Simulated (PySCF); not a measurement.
Compound: C2H5NSSi.
SMILES with atom numbers: `[N:1]#[C:2][CH2:3][S:4][SiH3:5]` (hydrogens: H6, H7 on C3; H8, H9, H10 on Si5)

Computed by this run: PBE0-D3(BJ)/def2-SVP geometry optimisation, gas phase (PySCF); density fitting, grid level 1; the optimiser is geomeTRIC in internal coordinates, started from a GFN2-xTB structure with every atom displaced at random (about 0.01 Å).

Step 0: E = -22338.0540 eV
```
atom  x, y, z in Å  |  force x, y, z in eV/Å
N1     -1.5184    1.7305   -1.1238   -0.220   4.605  -2.494
C2     -1.4828    0.7527   -0.5766   -0.061  -3.697   1.982
C3     -1.3649   -0.4962    0.1005    2.009  -0.133   0.518
S4      0.2143   -1.3691   -0.4378   -1.002  -0.469  -0.106
Si5     1.7034    0.0265    0.1399   -0.533  -0.224   0.679
H6     -1.3043   -0.3358    1.1865   -0.190  -0.071   0.044
H7     -2.1660   -1.1565   -0.1415   -0.905  -0.771  -0.212
H8      2.9338   -0.7158   -0.1097    0.572  -0.168  -0.080
H9      1.4793    0.3105    1.5864    0.194   0.137   0.085
H10     1.5561    1.2323   -0.6451    0.136   0.791  -0.416
```

Question: Estimate the geometry and energy of step 1. (The exact step hangs on the optimiser's Hessian estimate; all steps are aligned on step 0, rigid shifts and turns removed.)

Answer: E = -22338.2627 eV, largest force 0.611 eV/Å
```
atom  x, y, z in Å  |  force x, y, z in eV/Å
N1     -1.5934    1.7854   -1.1731   -0.012  -0.352   0.161
C2     -1.4992    0.7608   -0.6363    0.132   0.371  -0.295
C3     -1.3267   -0.4949    0.0691   -0.413  -0.416   0.170
S4      0.1777   -1.4589   -0.3416    0.034   0.285  -0.073
Si5     1.6895   -0.0115    0.1893    0.094  -0.031  -0.077
H6     -1.3635   -0.3003    1.1524   -0.009   0.003   0.020
H7     -2.1770   -1.1701   -0.1636    0.218   0.218   0.048
H8      2.9609   -0.6836   -0.1964    0.017  -0.008   0.051
H9      1.6643    0.2933    1.6514   -0.027  -0.037   0.006
H10     1.5178    1.2589   -0.5724   -0.035  -0.032  -0.010
```

The energy changes by -0.2087 eV. The first-order estimate −F·Δx gives -0.4972 eV and the mean of the old and new forces, exact on a quadratic surface, -0.2074 eV. The step makes an angle of 78° with the force vector and moves no atom by more than 0.197 Å.

What follows is the cost of the whole optimisation. Hardware: an Arm Neoverse V2 with one thread, no GPU, shared host. Cost: 21 s, 0.42 GiB resident at most.
